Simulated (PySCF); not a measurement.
Si²⁺: ionisation energy

Si²⁺ [Ne] 3s2 (1S) → Si³⁺ [Ne] 3s1 (2S), as a difference of total energies. All numbers are calculated (PySCF 2.14, scalar relativity by spin-free X2C-1e, in aug-cc-pVQZ-DK). Correlated levels: valence: [Ne] frozen. The calculations carry no spin-orbit coupling.

```csv
method,ionisation energy (eV),error (eV)
UHF,32.021,-1.472
MP2 (valence),32.924,-0.569
SCS-MP2 (valence),33.105,-0.388
CCSD (valence),33.256,-0.237
```

Reference: 33.493 eV (measured; NIST Atomic Spectra Database, ionization energies).

Errors of the correlated levels include the incompleteness of this basis and the frozen core.

With two correlated electrons CCSD is exact in that space.
